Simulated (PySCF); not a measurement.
Compound: C5H5F3O.
SMILES: `FC(F)(F)OC1=CCC1`

A PySCF run (density fitting, gas phase, GFN2-xTB geometry) gave HOMO -12.01 eV, LUMO 3.23 eV, dipole 2.27 D and E = -561.329 Eh.

Question: Which of these levels was it?
A. B97-D/pcSseg-1
B. HF/MINI
C. OPBE/pcSseg-1

Answer: B. It is HF/MINI. All candidates on this geometry:

```tsv
level and settings	kind	basis functions	SCF cycles	E (Eh)	HOMO (eV)	LUMO (eV)	dipole (D)
B97-D/pcSseg-1	GGA	178	16	-567.8507	-6.16	-0.63	2.46
OPBE/pcSseg-1	GGA	178	16	-567.9255	-6.16	-0.59	2.38
HF/MINI, grid level 3	Hartree–Fock	50	10	-561.3293	-12.01	3.23	2.27
```

The nearest other candidate, by the summed differences of HOMO and LUMO, is OPBE/pcSseg-1: its HOMO differs by +5.85 eV and its LUMO by -3.82 eV. B97-D ran without the empirical dispersion term, which would shift the total energy alone. Cycle counts include a coarse-grid stage where the run had one.

The values belong to the conformer `[F:1][C:2]([F:3])([F:4])[O:5][C:6]1=[CH:7][CH2:8][CH2:9]1`: F1–C2–O5–C6 180°, C2–O5–C6–C7 0°.
